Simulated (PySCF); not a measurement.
Molecule: SMILES [GeH3][SiH2][SiH2]CCC, C₃H₁₄GeSi₂.

Cartesian coordinates in Å; atom numbers follow the order of the lines, from 1:
```xyz
20

C     2.573   -0.822   -1.541
C     1.794   -0.254   -0.365
C     0.973    0.983   -0.725
Si   -0.025    1.695    0.715
Si   -1.466    0.040    1.549
Ge   -2.539   -1.022   -0.296
H     3.158   -1.708   -1.251
H     1.895   -1.121   -2.357
H     3.273   -0.077   -1.951
H     1.126   -1.035    0.041
H     2.491   -0.008    0.456
H     1.628    1.779   -1.121
H     0.265    0.744   -1.540
H     0.887    2.178    1.802
H    -0.855    2.854    0.254
H    -0.704   -0.998    2.316
H    -2.502    0.621    2.460
H    -3.291    0.019   -1.150
H    -3.547   -2.095    0.158
H    -1.489   -1.700   -1.198
```

Geometry PBE0-D3(BJ)/def2-SVP throughout; GIAO in PySCF, gas phase, one conformer, non-relativistic; equivalent atoms averaged; basis pcSseg-1.

For orientation, HF gives these shifts δ (against TMS, GeMe4 at the same level): C1 19.6, C3 8.9, Si5 -100.5, Ge6 -294.1, H14/H15 3.71, H18/H19/H20 3.34, H16/H17 3.19, H10/H11 0.94, H12/H13 0.36 ppm.

A run gave: C1 18.8, C3 8.9, Si5 -114.3, Ge6 -344.0, H14/H15 3.89, H18/H19/H20 3.48, H16/H17 3.39, H10/H11 1.04, H12/H13 0.49 ppm (shifts δ (against TMS, GeMe4 at the same level)).

Q: Which functional was used in that run?
A. LC-wPBE
B. PBE0
C. B97-2
D. BP86

A: A. C3 tells them apart best: LC-wPBE gives 8.9, B97-2 gives 12.4, BP86 gives 14.1, PBE0 gives 12.1 ppm.
